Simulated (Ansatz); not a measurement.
`Cl[SiH2][GeH2][Cl]` + H–F → `[F][GeH2][SiH2]Cl` + HCl at 700 K and 1 bar (ligand exchange at a Ge–Cl bond).

Calculated with Ansatz (gas phase, PBE0-D4/def2-TZVP geometries, no zero-point term in ΔE). CBS: MP2 limit from def2 TZ/QZ plus the TZ coupled-cluster correction, frozen cores. This one scheme is used for every species. For Ge outer-core shells are correlated without core-valence functions, which leaves a few kJ/mol of doubt a bond. Scalar relativity is left out up to krypton. Each species was taken in one conformer, which may not be the lowest.

```tsv
species	CCSD(T)/CBS energy (Eh)	H − E (kJ/mol)	S (J/(mol·K))
`Cl[SiH2][GeH2][Cl]`	-3287.23796	167.8	478.4
H–F	-100.39570	45.2	198.5
`[F][GeH2][SiH2]Cl`	-2927.24228	168.5	466.0
HCl	-460.38127	38.4	211.8
```

H − E and S are ideal-gas, rigid-rotor, harmonic terms from PBE0-D4/def2-TZVP, for one conformer and one mirror image of each species. 1 Eh = 2625.50 kJ/mol, R = 8.31446 J/(mol·K).

Task: By hand: ΔE, ΔH, ΔS and ΔG.

Result: ΔE = (-2927.24228) + (-460.38127) − (-3287.23796) − (-100.39570) = 0.01011 Eh = 26.5 kJ/mol. Δ(H − E) = 168.5 + 38.4 − 167.8 − 45.2 = -6.1, so ΔH = 20.4 kJ/mol. ΔS = 466.0 + 211.8 − 478.4 − 198.5 = 0.9 J/(mol·K). ΔG = 20.4 − 700 × (0.9)/1000 = 19.8 kJ/mol.

Task: By hand: the equilibrium constant, and the temperature at which ΔG would vanish if ΔH and ΔS stayed fixed.

Result: log₁₀ K = −ΔG/(RT ln 10) = -1.5. ΔG = 0 at ΔH/ΔS = 22667 K, far beyond where these terms or the molecules hold.

The number of gas molecules stays the same, so ΔS is small and ΔH decides. A doubt of 5 kJ/mol in ΔE shifts log₁₀ K by 0.4 here. Other conformers and mirror images would add mixing entropy, several J/(mol·K) or more a flexible species. Modes under 60 cm⁻¹, often nearly free rotors, make the harmonic entropy too high. These are equilibria of isolated gas molecules and say nothing of rates. Largest T1 diagnostic: 0.011 (customary marks: 0.02 for closed shells, 0.045 for open ones).
